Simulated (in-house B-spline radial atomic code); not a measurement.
**OLYP excitations of As5+**

Method: OLYP. Computed with an all-electron radial atomic-structure program (B-spline basis): linear response of the closed shell [Ar] 3d10 with the functional's adiabatic kernel; non-relativistic, point nucleus, no spin-orbit coupling, no double excitations, S, P, D and F terms only. Only terms of natural parity with L up to 3 were computed.

Without relativity these are model numbers for so heavy an element.

Command:
```bash
python run_td.py task.json out
```
Settings (radii: box in bohr, nucleus in fm):
```
Z                        33
electrons                28
configuration            [Ar] 3d10
hamiltonian              nr
method                   optx,lyp
box_radius               16.35
intervals                54
```

Run time, properties included: 1.2 s on 1 thread of Arm Neoverse N1 (shared host).

The lowest states, in the order of their Tamm-Dancoff energies; the method's threshold (minus the highest occupied level) is 108.46 eV. Labels give the largest channel, * marks a mixed state, and oscillator strengths are full-response dipole values. Semilocal kernels can invert the small singlet-triplet splittings of Rydberg terms. Energies in eV:

```csv
state,full response,Tamm-Dancoff,oscillator strength
3d → 4s 3D,38.34,38.37,-
3d → 4s 1D,39.12,39.13,-
3d → 4p 3P,50.40,50.43,-
3d → 4p 3F,50.49,50.51,-
3d → 4p 1F,51.13,51.13,-
3d → 4p 1P,52.24,52.32,0.49
3d → 4d 3S,68.72,68.76,-
3d → 4d 3D,69.11,69.12,-
3d → 4d 1D,69.83,69.86,-
3d → 4d 1S,74.40,75.06,-
3d → 5s 3D,76.01,76.02,-
3d → 5s 1D,?,?,-
3d → 5p 3P,80.70,80.71,-
3d → 5p 3F,?,?,-
3d → 5p 1F,80.95,80.95,-
3d → 5p 1P,81.23,81.25,0.0418
```

(1) Where does 3d → 5s 1D lie?

(2) Where does 3d → 5p 3F lie?

(3) How large is the singlet-triplet splitting of 3d → 4s (D terms) in Tamm-Dancoff?

(4) What polarisabilities and dispersion coefficient does the method give?

## Answers

(1) At 76.24 eV in full response, 76.24 eV in Tamm-Dancoff.

(2) At 80.78 eV in full response, 80.78 eV in Tamm-Dancoff.

(3) 0.767 eV, from the unrounded values.

(4) Dipole 0.5397 bohr³, quadrupole 0.6275 bohr⁵, C6 0.8904 hartree·bohr⁶ for two such species.
